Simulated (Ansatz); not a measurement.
Geometry optimisation, RKS PBE-D4/def2-SVP (Ansatz 0.2.0).

Input:

```yaml
crystal:
  periodic: [false, false, false]
  atoms:
    - { symbol: B, position_ang: [-0.005193, 0.275935, 0.035637] }
    - { symbol: Cl, position_ang: [-0.179374, 0.57957, 1.829197] }
    - { symbol: H, position_ang: [1.100559, 0.19939, -0.436562] }
    - { symbol: Cl, position_ang: [-1.435612, 0.353881, -0.970736] }
    - { symbol: S, position_ang: [0.083513, -2.7664, 0.548437] }
    - { symbol: H, position_ang: [-1.232721, -2.813942, 0.200525] }
    - { symbol: H, position_ang: [-0.205372, -1.988433, 1.656203] }
basis:
  gaussian: { orbitals: def2-SVP }
hamiltonian:
  xc: pbe
  dispersion: d4
relax:
  f_tol: 0.03
  max_steps: 50
output:
  orbitals: {}
```

Launched with:

```bash
$ ansatz run input.yaml --threads 1 --pin off --max-ram 2048MiB --backend cpu --events-out ev --progress --plain --runs-dir out
```

Q: Where does it end, and by what steps?

A: It converged. After 15 steps the energy has fallen by 0.153 eV; H6 moved furthest, 0.79 Å. Joined: B1–S5 (3.09 → 2.16 Å).

| step | energy less start (eV) | largest force component (eV/Å) | accepted |
| --- | --- | --- | --- |
| 0 | 0.0000 | 0.960 | yes |
| 1 | -0.0067 | 0.680 | yes |
| 2 | -0.0457 | 0.732 | yes |
| 3 | -0.0588 | 0.686 | yes |
| 4 | -0.0795 | 0.570 | yes |
| 5 | -0.0908 | 0.462 | yes |
| 6 | -0.0984 | 0.422 | yes |
| 7 | -0.1124 | 0.139 | yes |
| 8 | -0.1216 | 0.135 | yes |
| 9 | -0.1202 | 0.665 | no |
| 10 | -0.1332 | 0.069 | yes |
| 11 | -0.1400 | 0.222 | yes |
| 12 | -0.1510 | 0.048 | yes |
| 13 | -0.1521 | 0.060 | yes |
| 14 | -0.1526 | 0.047 | yes |
| 15 | -0.1529 | 0.014 | yes |

```xyz
7
Properties=species:S:1:pos:R:3
B -0.051 -0.073 0.098
Cl -0.565 0.557 1.721
H 1.133 0.035 -0.158
Cl -1.194 0.231 -1.282
S -0.164 -2.225 0.246
H -1.429 -2.284 0.756
H 0.395 -2.401 1.481
```

Whether the end is a true minimum wasn't checked by a vibrational analysis.

Run time: 35 s on 1 thread of Arm Neoverse V2, on a shared host, peak memory 0.12 GiB.
